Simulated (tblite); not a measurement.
Species: C4H8B2SSi.
Bonds: Si1–S2, S2–C3, C3–C4 (double), C4–B5, B5–C6, C6–C7 (double), C7–B8, C3–B8. Hydrogens: H9, H10, H11 on Si1; H12 on C4; H13 on B5; H14 on C6; H15 on C7; H16 on B8.

Computed with GFN2-xTB (tblite), gas phase: L-BFGS steps from a force-field or distance-geometry start until the largest atomic force falls under 0.01 eV/Å.

Step 9: E = -545.1208 eV
```
atom  x, y, z in Å  |  force x, y, z in eV/Å
Si1     3.2252   -0.2434   -0.2215    0.088  -0.058   0.014
S2      1.7690    1.3226   -0.5843    0.007   0.034   0.086
C3      0.1831    0.6276   -0.2127   -0.001  -0.096  -0.011
C4      0.0360   -0.6628    0.1640    0.047  -0.007   0.127
B5     -1.3405   -1.2926    0.3947   -0.095   0.009   0.057
C6     -2.5883   -0.3679    0.3047    0.004   0.124   0.114
C7     -2.4587    0.9117   -0.1013   -0.052  -0.039  -0.113
B8     -1.0654    1.5731   -0.2435    0.018  -0.119  -0.029
H9      4.5160    0.4209   -0.1226   -0.096   0.133  -0.090
H10     2.9478   -0.8943    1.0536    0.038   0.026   0.014
H11     3.1819   -1.1588   -1.3583   -0.053   0.000   0.064
H12     0.9232   -1.2763    0.2913   -0.016  -0.054  -0.154
H13    -1.4416   -2.4485    0.5597   -0.023  -0.016  -0.010
H14    -3.5842   -0.7370    0.5437    0.059  -0.042  -0.133
H15    -3.3608    1.4993   -0.2482    0.009   0.071   0.080
H16    -0.9502    2.7354   -0.2308    0.067   0.031  -0.016
```

Step 10: E = -545.1265 eV
```
atom  x, y, z in Å  |  force x, y, z in eV/Å
Si1     3.2260   -0.2480   -0.2204    0.005   0.082  -0.045
S2      1.7685    1.3265   -0.5821   -0.026  -0.110   0.136
C3      0.1823    0.6240   -0.2052    0.059  -0.050  -0.058
C4      0.0355   -0.6688    0.1645    0.030   0.063   0.113
B5     -1.3413   -1.2977    0.3970   -0.118   0.080   0.041
C6     -2.5869   -0.3660    0.3061   -0.031   0.058   0.103
C7     -2.4564    0.9125   -0.1013   -0.050   0.000  -0.119
B8     -1.0633    1.5739   -0.2441    0.024  -0.119   0.011
H9      4.5052    0.4333   -0.1270   -0.029   0.135  -0.091
H10     2.9561   -0.8908    1.0552    0.012  -0.017   0.084
H11     3.1775   -1.1612   -1.3558   -0.047  -0.027   0.036
H12     0.9219   -1.2824    0.2848    0.025  -0.078  -0.142
H13    -1.4436   -2.4532    0.5605   -0.032  -0.019  -0.006
H14    -3.5862   -0.7338    0.5391    0.101  -0.033  -0.124
H15    -3.3569    1.5033   -0.2495    0.013   0.045   0.085
H16    -0.9461    2.7375   -0.2330    0.064  -0.009  -0.026
```

Step 11: E = -545.1334 eV
```
atom  x, y, z in Å  |  force x, y, z in eV/Å
Si1     3.2270   -0.2520   -0.2198   -0.080   0.198  -0.067
S2      1.7676    1.3291   -0.5767   -0.048  -0.231   0.165
C3      0.1824    0.6188   -0.1974    0.089   0.006  -0.086
C4      0.0351   -0.6755    0.1675    0.007   0.089   0.078
B5     -1.3441   -1.3024    0.4006   -0.083   0.126   0.031
C6     -2.5856   -0.3629    0.3100   -0.039   0.034   0.033
C7     -2.4542    0.9140   -0.1037   -0.025  -0.004  -0.073
B8     -1.0601    1.5731   -0.2446    0.031  -0.077   0.045
H9      4.4915    0.4513   -0.1344    0.043   0.132  -0.092
H10     2.9665   -0.8868    1.0586   -0.006  -0.048   0.127
H11     3.1712   -1.1648   -1.3521   -0.039  -0.054   0.004
H12     0.9209   -1.2914    0.2739    0.045  -0.089  -0.113
H13    -1.4468   -2.4590    0.5612   -0.045   0.006  -0.006
H14    -3.5872   -0.7308    0.5310    0.092  -0.031  -0.084
H15    -3.3521    1.5091   -0.2495    0.001   0.021   0.070
H16    -0.9398    2.7392   -0.2363    0.057  -0.079  -0.033
```

**Question.** Estimate the geometry and energy of step 12. (The exact step hangs on the optimiser's Hessian estimate; all steps are aligned on step 11, rigid shifts and turns removed.)

**Answer.** E = -545.1418 eV, largest force 0.327 eV/Å
```
atom  x, y, z in Å  |  force x, y, z in eV/Å
Si1     3.2267   -0.2540   -0.2198   -0.123   0.244  -0.036
S2      1.7654    1.3285   -0.5666   -0.053  -0.281   0.159
C3      0.1837    0.6119   -0.1883    0.073   0.038  -0.081
C4      0.0347   -0.6835    0.1729   -0.012   0.072   0.021
B5     -1.3488   -1.3069    0.4057   -0.001   0.142   0.023
C6     -2.5842   -0.3578    0.3152   -0.038  -0.024  -0.062
C7     -2.4512    0.9156   -0.1079    0.010   0.032  -0.004
B8     -1.0551    1.5711   -0.2438    0.029  -0.021   0.069
H9      4.4736    0.4780   -0.1460    0.095   0.109  -0.096
H10     2.9807   -0.8820    1.0653   -0.011  -0.052   0.114
H11     3.1620   -1.1707   -1.3469   -0.026  -0.063  -0.011
H12     0.9200   -1.3050    0.2573    0.031  -0.072  -0.070
H13    -1.4519   -2.4662    0.5622   -0.062   0.067  -0.009
H14    -3.5874   -0.7272    0.5191    0.050  -0.030  -0.024
H15    -3.3455    1.5173   -0.2484   -0.010  -0.008   0.041
H16    -0.9304    2.7399   -0.2415    0.049  -0.154  -0.035
```

The energy changes by -0.0084 eV. The first-order estimate −F·Δx gives -0.0114 eV and the mean of the old and new forces, exact on a quadratic surface, -0.0083 eV. The step makes an angle of 68° with the force vector and moves no atom by more than 0.034 Å.

The cost below is that of the whole relaxation. Time: 0.4 s of wall time. Hardware: one thread of an Arm Neoverse V2, no GPU, shared host.
